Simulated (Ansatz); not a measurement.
Q: Name a neutral molecule of C, Ge, S and H with HOMO energy (PBE/def2-TZVPP) between -5.65 and -5.35 eV and size of the dipole moment (B3LYP/def2-TZVPP) between 0.95 and 1.25 D (Ansatz, PBE0-D4/def2-TZVP geometry).

A: `[CH3][GeH2][CH2]S` (-5.46 eV, 1.03 D); `S[CH2][GeH3]` (-5.55 eV, 1.15 D). Other molecules can fit too; these were computed, each in one conformer that needn't be the lowest.

B3LYP here is the variant with VWN-RPA as its local correlation; programs differ in this.
